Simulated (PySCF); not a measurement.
Vertical excitations of a molecule C5H12Si from PySCF with TDA-CAM-B3LYP/def2-SVPD, as energy in eV (oscillator strength): 6.66 (0.008), 6.79 (0.471), 7.10 (0.023), 7.64 (0.009), 7.86 (0.005), 7.86 (0.025). Lowest triplet (TDA): 3.94 eV. Geometry: PBE-D3(BJ)/def2-SVP. Other conformers were not sampled.

**Question.** Pick the molecule that these values belong to.
A. C[SiH2]C=C(C)C
B. CC/C(C)=C\[SiH3]
C. CC(C)=CC[SiH3]
D. CCC/C=C\[SiH3]

**Answer.** D, CCC/C=C\[SiH3]
